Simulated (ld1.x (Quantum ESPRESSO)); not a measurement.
Results of a calculation; reference values are marked as such.
Pseudopotentials across the periodic table

Generated with ld1.x 7.5 (TM, RRKJ, ultrasoft, PAW), atompaw 4.2 or ONCVPSP 4.0.1. The cutoff is in Ry: for ld1.x and atompaw files where the sum of valence levels is converged to 10 mRy in a Bessel basis, for ONCV files where the hardest occupied wave has 1 mHa per electron of residual kinetic energy. The error is the largest all-electron minus pseudo excitation energy over each file’s own four to seven test configurations (ionisations up to +4, promotions, holes and added fractions of an electron), all of which were solved. The labels leave out finer settings (local radius, basis sizes, second energies), which also bear on the numbers. Spin-polarised tests are not counted. The rows are a selection from randomly drawn settings: files with unsolved tests, undetermined cutoffs or missed reference levels are left out.

A true bound ghost makes a file unfit for plane-wave use even where its test errors are small: the radial tests pick states by their node count and pass the ghost by.

```csv
element,potential,cutoff (Ry),largest error (meV),bound ghosts
Be,"RRKJ, PBE, scalar-relativistic, rc 2.15/2.60 (sp), local smoothed, core correction yes, reference 2s1.75 2p0.25",12,-39,none
Cl,"RRKJ, PBEsol, fully relativistic, rc 0.90/1.15 (sp), local s, core correction yes, reference 3s2 3p5",110,+317,none
Kr,"TM, PBE, scalar-relativistic, rc 1.15/1.65/1.80 (spd), local smoothed, core correction no, reference 4s2 4p6",60,+61,none
Kr,"TM, PBE, scalar-relativistic, rc 1.05/1.50 (sp), local s, core correction yes, reference 4s2 4p6",120,-884,p
Pt,"ultrasoft, PBE, fully relativistic, rc 3.06/3.18/2.18 (spd), local smoothed, core correction yes, reference 5d8 6s0 6p0",25,-539,none
Tl,"TM semilocal, PBE, scalar-relativistic, rc 1.80/3.05/1.15 (spd), local p, core correction yes, reference 5d10 6s1.75 6p1.25",70,-94,none
Pb,"PAW, PBEsol, scalar-relativistic, rc 1.85/2.85/1.75 (spd), local smoothed, core correction yes, reference 5d10 6s1.75 6p2.25",40,-52,none
```

Q: Fill in the row for Zr: TM semilocal, PBE, scalar-relativistic, rc 3.00/2.25/2.60 (spd), local d, core correction yes, reference 4p6 4d2 5s2 5p0.

A: cutoff 25 Ry, largest error +175 meV, bound ghosts: none.

Q: Fill in the row for Li: TM, LDA (PZ), scalar-relativistic, rc 5.20/4.20/3.35 (spd), local p, core correction yes, reference 2s1 2p0.

A: cutoff 6 Ry, largest error -20 meV, bound ghosts: none.
